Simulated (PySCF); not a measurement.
Isomers C7H10NP:

A. SMILES CC(C)c1ncccp1
B. `InChI=1S/C7H10NP/c1-2-7-9-8-5-3-4-6-8/h3-7H,2H2,1H3`
C. SMILES CP(C)c1ccccn1
D. `C1C(n2cc(C)pc2)C1`

Spectrum 1. 1H NMR (400 MHz, computed): δ 7.96 (m, 1H), 7.19 (m, 1H), 3.16 (m, 1H), 2.42 (m, 3H), 0.96 (m, 2H), 0.84 (m, 2H). 13C{1H} NMR (computed): δ 161.4 (CH), 151.1 (C), 133.7 (CH), 32.9 (CH), 17.3 (CH3), 8.6 (CH2).

Spectrum 2. 1H NMR (400 MHz, computed): δ 8.72 (m, 1H), 7.57 (m, 1H), 7.40 (m, 1H), 7.01 (m, 1H), 1.28 (m, 6H). 13C{1H} NMR (computed): δ 175.7 (C), 155.2 (CH), 139.7 (CH), 133.0 (CH), 125.9 (CH), 15.8 (CH3).

Spectrum 3. 1H NMR (400 MHz, computed): δ 7.64 (m, 1H), 6.71 (m, 2H), 6.53 (m, 2H), 2.76 (m, 2H), 1.00 (t, 3H). 13C{1H} NMR (computed): δ 189.3 (CH), 127.6 (CH), 117.3 (CH), 29.6 (CH2), 17.4 (CH3).

Spectrum 4. 1H NMR (400 MHz, computed): δ 9.29 (m, 1H), 8.91 (m, 1H), 7.38 (m, 1H), 3.27 (m, 1H), 1.40 (d, 6H). 13C{1H} NMR (computed): δ 216.3 (C), 176.3 (CH), 152.9 (CH), 127.5 (CH), 44.7 (CH), 25.9 (CH3).

PySCF calculation with coordinates at the PBE0-D3(BJ)/def2-SVP level and shieldings: GIAO PBE0/pcSseg-1; fast rotation and ring inversion assumed for equivalent nuclei, isolated molecule, non-relativistic, one conformer.

Referencing at the same level of theory: 1H (σref 31.27), 13C (σref 184.41) against TMS. Splittings of carbon signals by F and P are missing where no couplings were computed. Where no couplings were computed, multiplicities follow the n + 1 count of equivalent neighbours, and m marks all less simple cases (inequivalent or close neighbours, rings, F or P nearby). Shifts are as computed. Against solution values, carbons near 30 ppm lie about +2 ppm off and those near 130 ppm about +5 ppm. Of 1313 compounds with measured shifts, 239 miss one by over three times the rms of a fit or turn the order of signals round; such compounds aren't used in these exercises.

Match each spectrum to its structure.

Results:

1–D, 2–C, 3–B, 4–A.

- Spectrum 1 (D): 6 13C signals; δC 161.4 is an aromatic CH next to a ring nitrogen; δC 32.9 is a three-membered-ring carbon.
- Spectrum 2 (C): 6 13C signals; δC 155.2 is an aromatic CH next to a ring nitrogen; δC 139.7 is an aromatic CH.
- Spectrum 3 (B): 5 13C signals; δC 29.6 is an sp3 CH2; δC 17.4 is a methyl carbon.
- Spectrum 4 (A): 6 13C signals; δC 152.9 is an aromatic CH next to a ring nitrogen; δC 127.5 is an aromatic CH.
